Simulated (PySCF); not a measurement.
PySCF job for C3H12Si3, SMILES [SiH3]C[C@H]1C[SiH2][SiH2]1, PBE0-D3(BJ)/def2-SVP. Geometry: PBE0-D3(BJ)/def2-SVP. The structure was generated by enumeration; whether it is a known compound was not checked. The values are those of a single conformer.

```python
import numpy as np
from pyscf import gto, scf, dft, df
from pyscf.hessian import thermo

mol = gto.M(
    atom='''
    Si    2.89713532    0.24325150   -0.48391666
    C     1.50506653   -0.50416188    0.55730047
    C     0.14107658    0.15855723    0.36825135
    C    -0.44160933    0.13623063   -1.07313593
    Si   -2.29527269    0.38864226   -0.65944950
    Si   -1.40548258   -0.53961151    1.28438699
    H     2.69756794   -0.01797753   -1.94286233
    H     4.21535008   -0.34060120   -0.08347014
    H     2.94794653    1.72547192   -0.27752429
    H     1.44293753   -1.58229270    0.32410950
    H     1.81742306   -0.44297645    1.61455770
    H     0.20489786    1.21740472    0.68549427
    H    -0.32648897   -0.87401726   -1.50626576
    H     0.03382553    0.84437899   -1.77176837
    H    -3.29421320   -0.28888868   -1.54024637
    H    -2.65039215    1.83669774   -0.53443086
    H    -1.40050816   -2.03807420    1.26135980
    H    -1.66486975   -0.07483295    2.68225955
    ''',
    basis='def2-SVP',
    charge=0,
    spin=0,
    max_memory=1600,
    verbose=3,
)
mf = dft.RKS(mol, xc='pbe0').density_fit(auxbasis='def2-universal-jkfit')
mf.disp = 'd3bj'
mf.grids.level = 3
mf.conv_tol = 1e-11
mf.max_cycle = 100
mf.kernel()

# [left out here: the lines that compute and print the analytic Hessian (its translational invariance restored by hand, since the grid's response is missing), thermochemistry and intensities]
```

Log of the run:

```
converged SCF energy = -989.130326433573

WARN: DFTD3 does not support analytical Hessian, using finite difference


WARN: Mole.unit (angstrom) is changed to Bohr

Mode                                 0                   1                   2
Irrep
Freq [cm^-1]                       65.7088             90.5026            135.4874
Reduced mass [au]                   2.2049              2.2079              2.6762
Force const [Dyne/A]                0.0056              0.0107              0.0289
Char temp [K]                      94.5403            130.2131            194.9361
Normal mode                   x     y     z       x     y     z       x     y     z
       0  Si                -0.04 -0.03 -0.06    0.03 -0.05  0.01   -0.07  0.03 -0.02
       1   C                 0.01  0.06  0.09   -0.02  0.02 -0.02    0.01 -0.11 -0.02
       2   C                -0.00  0.03  0.07   -0.00  0.08  0.01    0.03 -0.05  0.05
       3   C                 0.05  0.07  0.04   -0.00  0.14  0.01    0.06  0.04  0.03
       4  Si                 0.03  0.00 -0.01   -0.04 -0.06 -0.01    0.05 -0.02 -0.03
       5  Si                -0.02 -0.04 -0.02    0.02  0.01  0.00   -0.02  0.04  0.03
       6   H                -0.03 -0.32 -0.00   -0.05  0.11 -0.01   -0.14  0.15 -0.03
       7   H                -0.00  0.12  0.04   -0.03 -0.26 -0.09   -0.01  0.07 -0.16
       8   H                -0.13  0.01 -0.34    0.24 -0.07  0.14   -0.15  0.01  0.11
       9   H                 0.02  0.04  0.19   -0.07  0.03 -0.04   -0.02 -0.08 -0.12
      10   H                 0.04  0.17  0.07   -0.01 -0.02 -0.01    0.04 -0.21 -0.02
      11   H                -0.03  0.03  0.10    0.02  0.06  0.06    0.09 -0.06  0.09
      12   H                 0.09  0.08  0.01    0.09  0.18 -0.07    0.10  0.07 -0.03
      13   H                 0.06  0.10  0.09   -0.06  0.23  0.07    0.07  0.10  0.09
      14   H                 0.08  0.01 -0.08    0.06 -0.19 -0.03    0.12 -0.10 -0.06
[...]
      16   H                -0.02 -0.00  0.01   -0.00  0.00  0.00   -0.01  0.01  0.01
      17   H                -0.01 -0.01 -0.01   -0.00 -0.00 -0.00   -0.01 -0.01  0.00
Mode                                36                  37                  38
Irrep
Freq [cm^-1]                     2204.5726           2215.9682           2217.8104
Reduced mass [au]                   1.0336              1.0348              1.0326
Force const [Dyne/A]                2.9596              2.9940              2.9926
Char temp [K]                    3171.8891           3188.2849           3190.9354
Normal mode                   x     y     z       x     y     z       x     y     z
       0  Si                -0.00  0.00 -0.00   -0.00 -0.01 -0.00    0.01  0.03  0.00
       1   C                -0.00  0.00 -0.00    0.00 -0.00 -0.00   -0.00  0.00  0.00
       2   C                 0.00 -0.00 -0.00   -0.00 -0.00  0.00   -0.00 -0.00 -0.00
       3   C                -0.00 -0.00  0.00    0.00  0.00 -0.00    0.00  0.00 -0.00
       4  Si                 0.00  0.00  0.00   -0.01  0.02 -0.00   -0.00  0.01 -0.00
       5  Si                -0.00 -0.03  0.01    0.00 -0.01 -0.01    0.00 -0.01 -0.01
       6   H                -0.00  0.00 -0.00   -0.01 -0.01 -0.04    0.02  0.03  0.11
       7   H                 0.03 -0.02  0.01    0.10 -0.05  0.03   -0.24  0.12 -0.07
       8   H                -0.00 -0.01 -0.00    0.01  0.25  0.04   -0.03 -0.87 -0.12
       9   H                -0.00 -0.00  0.00   -0.00 -0.00  0.00    0.00  0.01 -0.00
      10   H                -0.00  0.00  0.00   -0.00 -0.00 -0.00    0.00  0.00  0.00
      11   H                -0.00 -0.01  0.00   -0.00 -0.00 -0.00    0.00 -0.00  0.00
      12   H                 0.00 -0.00  0.00   -0.00  0.00  0.00   -0.00  0.00  0.00
      13   H                -0.00  0.00  0.00    0.00  0.00 -0.00    0.00  0.00 -0.00
      14   H                -0.09 -0.06 -0.08    0.20  0.16  0.18    0.02  0.02  0.02
      15   H                -0.01  0.03  0.01    0.19 -0.78 -0.07    0.04 -0.18 -0.02
      16   H                -0.00  0.91  0.02   -0.00  0.18 -0.00   -0.00  0.09 -0.00
      17   H                 0.06 -0.12 -0.31   -0.06  0.10  0.29   -0.04  0.07  0.22
Mode                                39                  40                  41
Irrep
Freq [cm^-1]                     2223.4887           2224.6699           2228.0020
Reduced mass [au]                   1.0465              1.0422              1.0448
Force const [Dyne/A]                3.0484              3.0389              3.0559
Char temp [K]                    3199.1051           3200.8046           3205.5988
Normal mode                   x     y     z       x     y     z       x     y     z
       0  Si                 0.02 -0.02  0.00    0.02 -0.01  0.00    0.01  0.01  0.03
       1   C                 0.00 -0.00  0.00   -0.00 -0.00  0.00    0.00  0.00  0.00
       2   C                -0.00 -0.00 -0.00    0.00  0.00 -0.00   -0.00 -0.00  0.00
       3   C                -0.00  0.00 -0.00    0.00 -0.00  0.00    0.00  0.00 -0.00
       4  Si                 0.01 -0.00  0.01   -0.01  0.01 -0.00   -0.00 -0.00 -0.00
       5  Si                 0.00 -0.01 -0.02   -0.00  0.01  0.02   -0.00  0.00  0.00
       6   H                 0.01 -0.00  0.04    0.03  0.02  0.14   -0.13 -0.17 -0.93
       7   H                -0.52  0.23 -0.16   -0.62  0.27 -0.19   -0.15  0.07 -0.03
       8   H                 0.02  0.30  0.04    0.01  0.12  0.02    0.00 -0.07  0.00
       9   H                -0.00 -0.00  0.00    0.00 -0.00 -0.00   -0.00  0.00  0.00
      10   H                 0.00 -0.00  0.00    0.00  0.00  0.00   -0.00 -0.00  0.01
      11   H                -0.00 -0.00 -0.00   -0.00  0.00  0.00    0.00  0.00 -0.00
      12   H                 0.00 -0.00  0.00   -0.00  0.00 -0.00   -0.00 -0.00  0.00
      13   H                 0.00 -0.00 -0.00   -0.00  0.00 -0.00   -0.00  0.00  0.00
      14   H                -0.18 -0.13 -0.16    0.12  0.09  0.11    0.05  0.04  0.05
      15   H                -0.04  0.19  0.02    0.06 -0.24 -0.02   -0.01  0.02  0.00
      16   H                 0.00  0.20 -0.00    0.00 -0.14  0.00   -0.00  0.00  0.00
      17   H                -0.10  0.19  0.56    0.10 -0.18 -0.52    0.01 -0.01 -0.03
Mode                                42                  43                  44
Irrep
Freq [cm^-1]                     2232.0004           3034.0454           3048.9483
Reduced mass [au]                   1.0505              1.0823              1.0621
Force const [Dyne/A]                3.0834              5.8703              5.8175
Char temp [K]                    3211.3516           4365.3158           4386.7578
Normal mode                   x     y     z       x     y     z       x     y     z
       0  Si                -0.00  0.00  0.00    0.00  0.00 -0.00    0.00 -0.00 -0.00
       1   C                -0.00  0.00 -0.00    0.00 -0.01  0.00    0.01 -0.05  0.04
       2   C                 0.00 -0.00  0.00    0.00  0.07  0.02   -0.00 -0.01 -0.00
       3   C                -0.00  0.00  0.00    0.00 -0.01 -0.01   -0.00  0.00  0.01
       4  Si                 0.02  0.03  0.02   -0.00  0.00  0.00    0.00  0.00  0.00
       5  Si                -0.00  0.01  0.00   -0.00  0.00  0.00    0.00 -0.00 -0.00
       6   H                -0.01 -0.01 -0.08   -0.00 -0.00  0.00   -0.00  0.00 -0.00
       7   H                 0.04 -0.02  0.01   -0.00 -0.00  0.00   -0.00  0.00  0.00
       8   H                -0.00 -0.02 -0.00   -0.00 -0.00  0.00   -0.00  0.00 -0.00
       9   H                 0.00  0.00  0.00    0.01  0.19  0.04    0.05  0.68  0.16
      10   H                -0.00 -0.00 -0.00   -0.02 -0.01 -0.05   -0.18 -0.05 -0.61
      11   H                -0.00  0.00 -0.00   -0.06 -0.88 -0.26    0.01  0.15  0.04
      12   H                -0.00  0.01  0.00   -0.02  0.17  0.07    0.01 -0.10 -0.04
      13   H                 0.00 -0.00  0.00   -0.01 -0.03  0.02    0.03  0.04 -0.04
      14   H                -0.57 -0.39 -0.50    0.00 -0.00  0.00    0.00 -0.00  0.00
      15   H                 0.10 -0.40 -0.03   -0.00 -0.00 -0.00    0.00 -0.00 -0.00
      16   H                 0.00 -0.16 -0.00   -0.00 -0.00  0.00    0.00  0.00 -0.00
      17   H                 0.02 -0.04 -0.13    0.00 -0.00 -0.00    0.00  0.00  0.00
Mode                                45                  46                  47
Irrep
Freq [cm^-1]                     3053.6338           3106.5780           3121.3458
Reduced mass [au]                   1.0617              1.1025              1.1037
Force const [Dyne/A]                5.8332              6.2690              6.3358
Char temp [K]                    4393.4992           4469.6740           4490.9216
Normal mode                   x     y     z       x     y     z       x     y     z
       0  Si                 0.00  0.00  0.00    0.00  0.00  0.00    0.00 -0.00  0.00
       1   C                -0.00  0.00 -0.01    0.02  0.05  0.07   -0.00 -0.00 -0.00
       2   C                -0.00  0.02  0.00    0.00  0.01  0.00   -0.00 -0.01 -0.00
       3   C                -0.03  0.03  0.05   -0.00 -0.00  0.00   -0.02 -0.08  0.03
       4  Si                 0.00  0.00  0.00   -0.00 -0.00  0.00    0.00 -0.00 -0.00
       5  Si                 0.00  0.00  0.00    0.00  0.00  0.00    0.00 -0.00 -0.00
       6   H                -0.00 -0.00 -0.00    0.00 -0.00 -0.01   -0.00  0.00 -0.00
       7   H                 0.00 -0.00 -0.00   -0.00 -0.00 -0.00    0.00  0.00 -0.00
       8   H                -0.00 -0.00 -0.00   -0.00 -0.00 -0.00   -0.00  0.00 -0.00
       9   H                -0.00 -0.06 -0.01   -0.04 -0.61 -0.12    0.00  0.03  0.00
      10   H                 0.02  0.00  0.07   -0.19 -0.04 -0.68    0.01  0.00  0.04
      11   H                -0.01 -0.18 -0.05   -0.00 -0.08 -0.02    0.01  0.07  0.02
      12   H                 0.08 -0.72 -0.30   -0.01  0.03  0.01   -0.06  0.46  0.21
      13   H                 0.22  0.36 -0.32    0.02  0.03 -0.03    0.34  0.51 -0.50
      14   H                -0.00 -0.00 -0.00    0.00  0.00 -0.00   -0.00  0.00  0.00
      15   H                 0.00 -0.00 -0.00    0.00 -0.00 -0.00   -0.00  0.00  0.00
      16   H                -0.00 -0.00 -0.00   -0.00 -0.00  0.00    0.00  0.00  0.00
      17   H                -0.00 -0.00 -0.00    0.00 -0.00 -0.00   -0.00 -0.00 -0.00
temperature 298.1500 [K]
pressure 101325.00 [Pa]
Rotational constants [GHz] 3.61639 0.91630 0.77014
Symmetry number 1
Zero-point energy (ZPE) 0.13146 [Eh]   345159.359 [J/mol]
                           tot       elec      trans        rot        vib
Entropy [J/mol/K]       398.758      0.000    169.679    122.267    106.812
Cv [J/mol/K]            155.366      0.000     12.472     12.472    130.422
Cp [J/mol/K]            163.680      0.000     20.786     12.472    130.422
Internal energy [J/mol]                      3718.434   3718.434 363139.715
Internal energy [Eh]   -988.98918  -989.13033
Enthalpy [J/mol]                             6197.391   3718.434 363139.715
Enthalpy [Eh]          -988.98824
Gibbs free energy [J/mol]                  -44392.356 -32735.573 331293.852
Gibbs free energy [Eh] -989.03352
mode   freq/cm-1   IR/(km/mol)
   1       65.71         0.498
   2       90.50         0.231
   3      135.49         0.382
   4      150.43         0.032
   5      237.24         0.352
   6      290.28         3.174
   7      326.67         1.157
   8      405.14         9.776
   9      424.68         0.517
  10      487.71         0.797
  11      503.43         2.839
  12      540.92         8.883
  13      608.23        16.454
  14      632.15         8.930
  15      665.46        77.595
  16      683.90        27.157
  17      713.50        29.903
  18      751.64        98.897
  19      758.38         6.124
  20      807.93        57.817
  21      846.66        49.575
  22      919.40       313.067
  23      922.61       102.286
  24      934.57        31.108
  25      942.50        41.734
  26      950.96        49.582
  27      957.46        11.249
  28     1036.62         5.212
  29     1095.23         2.110
  30     1110.39        14.291
  31     1168.20         2.758
  32     1221.55         6.345
  33     1241.70         1.112
  34     1330.72         2.670
  35     1415.97         6.927
  36     1421.14         5.949
  37     2204.57        91.210
  38     2215.97        85.930
  39     2217.81        85.496
  40     2223.49       213.520
  41     2224.67        33.368
  42     2228.00        87.108
  43     2232.00       152.960
  44     3034.05         2.721
  45     3048.95         9.192
  46     3053.63        11.177
  47     3106.58         5.453
  48     3121.35         6.600
max |gradient| / (hartree/bohr): 3.706299140117603e-05
APT charges: [ 1.0131 -0.2487 -0.1641 -0.266   0.7392  0.723  -0.2545 -0.2722 -0.2543
 -0.0066 -0.01   -0.0208  0.0049 -0.0035 -0.249  -0.2376 -0.2376 -0.2554]
```

The calculation finished and met its thresholds.
